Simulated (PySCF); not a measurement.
H9Si4, SMILES [SiH2][SiH2][SiH2][SiH3], multiplicity 2.

Geometry optimised at ωB97X-D3(BJ)/def2-SVP. The isomer is the one that the SMILES or the coordinates give; other isomers of the formula were not compared. The values are those of a single conformer.

Computed with TDA-CAM-B3LYP/def2-SVPD (PySCF).

Vertical excitations. The molecule is in vacuum.

Computed excitation energies, oscillator strengths and character:
```tsv
state	energy (eV)	λ (nm)	f	main pairs
root 1	3.82	325	0.053	β HOMO→LUMO 70 %, β HOMO−2→LUMO 22 %
root 2	4.76	261	0.006	α HOMO→LUMO+3 55 %, α HOMO→LUMO+5 30 %, α HOMO→LUMO+7 9 %
root 3	4.81	258	0.031	α HOMO→LUMO 53 %, β HOMO−1→LUMO 19 %, β HOMO−2→LUMO 10 %, β HOMO→LUMO 6 %
root 4	5.04	246	0.113	α HOMO→LUMO 28 %, α HOMO→LUMO+4 10 %, β HOMO−1→LUMO 31 %, β HOMO−2→LUMO 11 %, β HOMO→LUMO 6 %
root 5	5.11	243	0.051	α HOMO→LUMO+1 54 %, α HOMO→LUMO+4 20 %, β HOMO−1→LUMO 7 %
root 6	5.14	241	0.000	β HOMO−4→LUMO 46 %, β HOMO−3→LUMO 26 %, β HOMO−6→LUMO 18 %
root 7	5.52	224	0.265	α HOMO→LUMO+2 35 %, α HOMO→LUMO+6 21 %, α HOMO→LUMO+1 12 %, α HOMO→LUMO+4 12 %
root 8	5.56	223	0.008	α HOMO→LUMO+3 33 %, α HOMO→LUMO+5 26 %, α HOMO→LUMO+7 24 %
root 9	5.65	220	0.004	α HOMO→LUMO+2 37 %, α HOMO→LUMO+1 16 %, α HOMO→LUMO+9 15 %, α HOMO→LUMO+4 11 %
root 10	5.72	217	0.069	β HOMO−2→LUMO 45 %, β HOMO−1→LUMO 30 %, β HOMO→LUMO 8 %
```
Unrestricted roots are not spin-pure.
